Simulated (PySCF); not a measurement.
Compound: 1,2-dihydro-1,2-azaborine, C4H6BN.
Numbering: `[BH:1]1[CH:2]=[CH:3][CH:4]=[CH:5][NH:6]1` (hydrogens: H7 on B1; H8 on C2; H9 on C3; H10 on C4; H11 on C5; H12 on N6)

The closed-shell ground state was solved at several levels (PySCF, density fitting, gas phase, non-relativistic). Geometry: PBE0-D3(BJ)/def2-TZVP; no solvent, vibrations or thermal averaging.

```csv
level,basis functions,total energy (Eh),HOMO (eV),LUMO (eV),gap (eV),dipole (D)
KT3/pcSseg-2,300,-239.6251,-5.63,-1.60,4.03,2.09
B97-2/pcSseg-2,300,-235.6749,-6.32,-0.80,5.52,2.11
wB97X-D/pcSseg-2,300,-235.6778,-8.30,0.98,9.28,2.13
```

Problem. Estimate the row for PBE0/pcSseg-2, a basis of 300 functions; the other rows only guide the guess.

Solution. Total energy -235.4724 Eh, HOMO -6.58 eV, LUMO -0.77 eV, gap 5.81 eV, dipole 2.13 D.

Problem. Over all these levels, which gives the widest orbital gap and which the narrowest?

Solution. wB97X-D/pcSseg-2 (range-separated hybrid) has the widest, 9.28 eV, and KT3/pcSseg-2 (GGA) the narrowest, 4.03 eV. From the narrowest to the widest the HOMO moves by -2.67 eV and the LUMO by +2.58 eV.

Problem. In the pcSseg-2 basis, how does the gap go with the fixed share of exact exchange?

Solution. KT3 (0 %) 4.03 eV; B97-2 (21 %) 5.52 eV; PBE0 (25 %) 5.81 eV. Each rise in the share widens the gap here.

Problem. How far do the dipole and the HOMO energy spread over the levels?

Solution. The dipole runs from 2.09 to 2.13 D (mean 2.12 D) and the HOMO from -8.30 to -5.63 eV.

The pairwise dispersion term of wB97X-D wasn't added to the energies; at a given geometry it leaves orbitals and properties as they are.
